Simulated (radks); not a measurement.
Au3.25+, configuration [Kr] 4d10 4f14 5s2 5d(up 4.5, down 4.5) 5p(up 2.75, down 2) (fractional occupations, a model configuration). Method: scalar-relativistic Kohn-Sham, PBE, spin-polarised, spherical densities, finite nucleus; Fermi nuclear charge, rms radius 5.4371 fm; computed with a radial shooting solver on a logarithmic mesh with Libxc functionals.

Normalised radial functions P(r) = r R(r), r in bohr:

```
   r/bohr * 5s down, o 5p up, + 5d down (the largest magnitude, 1.25, reaches the edge; | marks zero, & curves that meet)
0.0008424                             & *
0.0009728                             & *
 0.001124                             & *
 0.001287                             & *
 0.001487                             & *
 0.001717                             &  *
 0.001967                             &  *
 0.002272                             &  *
 0.002623                             &  *
 0.003006                             &   *
 0.003471                             &   *
 0.003977                             +o  *
 0.004593                             +o  *
 0.005304                             +o   *
 0.006077                             +o   *
 0.007018                             +o   *
 0.008105                             + o  *
 0.009286                             + o *
  0.01072                             + o *
  0.01238                             +  &
  0.01419                             +  &
  0.01639                             + * o
  0.01892                             &   o
  0.02168                            *|+   o
  0.02504                          *  |+    o
  0.02892                         *   |+    o
  0.03313                       *     | +   o
  0.03826                      *      | +   o
  0.04419                      *      |  +  o
  0.05063                      *      |  + o
  0.05847                       *     |  o+
  0.06699                         *   |o   +
  0.07736                            &|     +
  0.08934                         o   |  *  +
   0.1024                      o      |     *+
   0.1182                     o       |     +  *
   0.1365                    o        |     +   *
   0.1564                     o       |   +    *
   0.1806                        o    |+   *
   0.2086                           +*o
    0.239                      * +    |    o
    0.276                 *   +       |         o
   0.3188              *    +         |            o
   0.3652               *   +         |            o
   0.4218                     &       |         o
   0.4871                        +    |* o
   0.5581                        o    +          *
   0.6445                o            |     +             *
   0.7443         o                   |          +             *
   0.8528     o                       |               +          *
   0.9848    o                        |                  +     *
    1.128      o                      |                   +*
    1.303          o                  |              *    +
    1.505               o             |         *       +
    1.724                    o        |     *        +
    1.991                        o    |  *        +
      2.3                          o  |*      +
    2.635                            o*     +
    3.043                            o*  +
    3.514                             & +
    4.026                             &+
    4.649                             &
```

5s down: eigenvalue -150.61 eV, 4 radial nodes at r = 0.0198, 0.0796, 0.206, 0.479 bohr, <r> = 0.920 bohr, 90 % of the charge inside 1.31 bohr. 5p up: eigenvalue -102.00 eV, 3 radial nodes at r = 0.0727, 0.210, 0.515 bohr, <r> = 1.05 bohr, 90 % of the charge inside 1.52 bohr. 5d down: eigenvalue -45.291 eV, 2 radial nodes at r = 0.193, 0.558 bohr, <r> = 1.40 bohr, 90 % of the charge inside 2.11 bohr.
